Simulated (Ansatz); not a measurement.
Coupled-cluster diagnostics for Pd2O2, Ansatz.

Geometry of the singlet (r2SCAN-D4/def2-TZVP):

Cartesian coordinates in Å:
```
Pd -1.648 -0.995 -0.186
Pd 1.648 0.995 0.186
O 0.043 0.062 -0.710
O -0.043 -0.062 0.710
```

In the def2 sets Pd takes a core potential; there is no spin–orbit coupling. Correlated methods freeze 2 core orbitals; core or outer-core shells of Pd are correlated, in sets that lack core-valence functions. The structure holds 1 bond(s) between oxygen atoms. No other spin state of charge 0 was run. The geometry of the singlet was relaxed on an unsound state (restricted singlet, unstable towards broken spin symmetry at other levels and untested here). Another isomer (triplet) lies 0.29 eV lower at PBE0-D4/def2-TZVP; other spin states weren't run for this one.

Question: Estimate the CCSD(T) correlation energy, the shares of MP2 and (T), T1 and the reference's ⟨S²⟩ for: charge 0, singlet, own geometry in def2-TZVPP; and the rough time on 4 threads of Intel Xeon 6975P-C on a shared host.

Answer: 
| state | basis | correlation (eV) | MP2 share (%) | (T) share (%) | T1 | ⟨S²⟩ (pure) | wall time | remarks |
| --- | --- | --- | --- | --- | --- | --- | --- | --- |
| charge 0, singlet, own geometry | def2-TZVPP | -50.478 | 103.1 | 4.9 | 0.020 | 0.00 (0.00) | 24 s | flagged by the program, restricted SCF unstable |
Customary marks for T1 are 0.02 (closed shells), 0.045 (open shells) and about 0.05 (3d metals). T1 exceeds 0.02 in 1 of 1 rows and 0.045 in 0; the higher it lies, the less the single-reference result can be trusted.
